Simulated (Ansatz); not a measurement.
Reading a saddle point

A first-order saddle point of AlH2Cl3, singlet, PBE0-D4/def2-TZVP, with one imaginary mode of 585i cm⁻¹:

Al1  (0.051, -0.533, 0.092)
Cl2  (0.589, 1.662, -0.743)
Cl3  (-0.376, -1.761, -1.535)
Cl4  (1.485, -1.061, 1.505)
H5  (-0.546, 1.332, 0.028)
H6  (-1.203, 0.362, 0.653)
(Å)

Program: Ansatz 0.2.0. Basis: def2-TZVPP and def2-QZVPP. Cores are frozen in the correlated methods. Extrapolation: Hartree–Fock as exp(−7.88 √X), correlation as X^−2.97.

(1) Which contacts change along the imaginary mode, and what lies on either side? (Judge from chemistry; the calculation decides.)

(2) Which side is lower, and how far does the saddle lie above each? (Judge from chemistry; the value comes from the calculation.)

T1 diagnostic: at most 0.009. The end structure is not quite a true minimum (one mode of 84i cm⁻¹).

Answers

(1) The calculation gives: The step is AlCl₃ ([Cl][Al]([Cl])[Cl]) + H₂ → AlHCl₂ ([Cl][AlH][Cl]) + HCl (still joined by a long Al–Cl bond), with the molecules in contact on both sides. Shortening one way: Al1–H6, Cl2–H5; lengthening the same way: Al1–Cl2, H5–H6.
| pair | one side (Å) | saddle (Å) | other side (Å) |
| --- | --- | --- | --- |
| Al1–H6 | 2.26 | 1.64 | 1.57 |
| Cl2–H5 | 2.85 | 1.41 | 1.28 |
| Al1–Cl2 | 2.08 | 2.41 | 2.61 |
| H5–H6 | 0.76 | 1.33 | 2.75 |

(2) The calculation gives: The side with Al1–Cl2, H5–H6 short is lower by 115.7 kJ/mol; the saddle lies 150.2 kJ/mol above it and 34.5 kJ/mol above the other (CCSD(T) at an estimated basis limit (MP2 extrapolated from triple and quadruple zeta, plus CCSD(T) − MP2 in triple zeta); electronic energies).

Labels in which every atom is bracketed show which atoms are joined, not bond orders.

For scale, one of the runs: CCSD(T)/def2-TZVPP, 196 basis functions (an equivalent command: `ansatz run in.yaml --threads 4`). Hardware: 4 CPU threads, shared host. Wall time 31 s; peak host memory 2 GiB.
